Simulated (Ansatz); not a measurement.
Reaction (ligand exchange at the In–C bond): `C=C[CH2][In]([F])[F]` + CH₃OH → `C[O][In]([F])[F]` + `C=CC`

Isolated molecules relaxed with PBE0-D4/def2-TZVP in Ansatz; ΔE leaves out vibrations. CCSD(T)/CBS is the MP2 limit (def2-TZVPP, def2-QZVPP) plus CCSD(T) − MP2 in def2-TZVPP, frozen cores. This one scheme is used for every species. DFT in def2-TZVPP. B3LYP here is the variant with VWN-RPA as its local correlation; programs differ in this. HSE06 is defined as in plane-wave codes. def2 core potentials past Kr. For In outer-core shells are correlated without core-valence functions, which leaves a few kJ/mol of doubt a bond. Each species was taken in one conformer, which may not be the lowest.

Q: Is it downhill or uphill in electronic energy at CCSD(T)/CBS, and by how much? (Estimate.)

A: The calculation gave: Downhill: ΔE = -9.6 kJ/mol.

Q: What do these levels give: PBE0-D4, ωB97X-V, BLYP, B3LYP, HSE06, LC-ωPBE, HF/def2-TZVPP, MP2/def2-TZVPP, MP2/def2-QZVPP, SCS-MP2/def2-QZVPP, HF/CBS(def2), MP2/CBS(def2)? (Best estimate.)

A: Ansatz gave: PBE0-D4 -6.2, ωB97X-V -15.3, BLYP -21.1, B3LYP -16.7, HSE06 -8.3, LC-ωPBE -15.8, HF/def2-TZVPP -27.1, MP2/def2-TZVPP -7.2, MP2/def2-QZVPP -7.3, SCS-MP2/def2-QZVPP -13.7, HF/CBS(def2) -28.9, MP2/CBS(def2) -6.4 kJ/mol.

Largest T1 diagnostic among the species: 0.017.

The D4 term adds +3.8 kJ/mol with B3LYP and +2.1 kJ/mol with PBE0; it sums over pairs of atoms, weighted by their polarisabilities, and B3LYP, whose exchange is more repulsive, gets the larger term. Leaving LDA and LC-ωPBE aside and taking each functional with its dispersion term where it has one, the values, not all of them listed here, spread over 15.4 kJ/mol, from B97M-V to HSE06-D4. LDA lies +12.6 kJ/mol from PBE without D4.
